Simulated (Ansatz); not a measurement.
`CSB(O)Cl` + CH₄ → `CSB(C)O` + HCl  (formal exchange of groups at a B–Cl bond)

Computed with Ansatz on PBE0-D4/def2-TZVP structures; ΔE is electronic, products minus reactants. CBS: MP2 limit from def2 TZ/QZ plus the TZ coupled-cluster correction, frozen cores. This one scheme is used for every species. DFT in def2-TZVPP. One conformer a species, not always the lowest.

`CSB(O)Cl`:

Z-matrix (Å, degrees):
```
C
S 1 1.810
H 1 1.088 2 110.7
H 1 1.089 2 106.7 3 119.1
H 1 1.088 2 110.7 3 -121.9
B 2 1.789 1 101.3 3 60.6
Cl 6 1.773 2 117.7 1 -180.0
O 6 1.352 2 121.7 1 0.0
H 8 0.962 6 113.0 2 -179.9
```

CH₄:

Z-matrix (Å, degrees):
```
C
H 1 1.090
H 1 1.090 2 109.5
H 1 1.090 2 109.5 3 -120.0
H 1 1.090 2 109.5 3 120.0
```

`CSB(C)O`:

Cartesian coordinates in Å:
```
C 0.344 -0.825 1.687
S 0.823 -1.355 0.027
B 0.138 -0.067 -1.056
C -0.663 1.171 -0.531
O 0.341 -0.195 -2.398
H 0.767 0.150 1.923
H 0.743 -1.562 2.383
H -0.740 -0.793 1.789
H -1.547 0.866 0.038
H -0.990 1.806 -1.357
H -0.057 1.780 0.147
H 0.841 -0.976 -2.652
```

HCl:

Cartesian coordinates in Å:
```
Cl -0.276 -0.334 -0.470
H 0.276 0.334 0.470
```

| species | PBE energy (Eh) |
| --- | --- |
| `CSB(O)Cl` | -998.65885 |
| CH₄ | -40.46430 |
| `CSB(C)O` | -578.46133 |
| HCl | -460.62738 |

**Question.** Work out ΔE.

**Answer.** ΔE = (-578.46133) + (-460.62738) − (-998.65885) − (-40.46430) = 0.03444 Eh = +90.4 kJ/mol. CCSD(T)/CBS gives +86.9 kJ/mol.

Largest T1 diagnostic among the species: 0.012.
